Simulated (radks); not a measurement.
The numbers below are computed, except where a source is named.
Spherical quantum dot in the effective-mass picture: electrons in a well V = -V0 / (1 + exp((r - R)/a)) with V0 = 14, R = 2.25, a = 0.27, with a point charge +1 (a donor) at the centre, all in effective atomic units (hartree* = m*/eps^2 hartree, bohr* = eps/m* bohr), one dielectric constant everywhere. Level of theory: non-relativistic Kohn-Sham, LDA (Slater exchange, Perdew-Wang correlation), spin-polarised, spherical densities (a radial shooting solver with Libxc functionals). Levels are named by radial order and angular momentum (1s, 1p, 1d, 2s, ...), and open shells are averaged over m. Results are scaled to m* = 0.351 and eps = 13.7, for which hartree* = 50.89 meV and bohr* = 2.065 nm.

N = 8, configuration 1s2 1p6. This is the lowest configuration that the search found. Occupied and some empty levels:

| level | occupation | eigenvalue (meV) | <r> (nm) |
|---|---|---|---|
| 1s | 2 | -435.03 | 2.192 |
| 1p | 6 | -377.36 | 2.782 |
| 1d | 0 | -313.18 | 3.105 |
| 2s | 0 | -302.96 | 2.466 |
| 1f | 0 | -239.20 | 3.357 |

Energy (meV): total -4207.64, kinetic 597.92, external -5724.8, Hartree 1142.9, exchange-correlation -223.68.
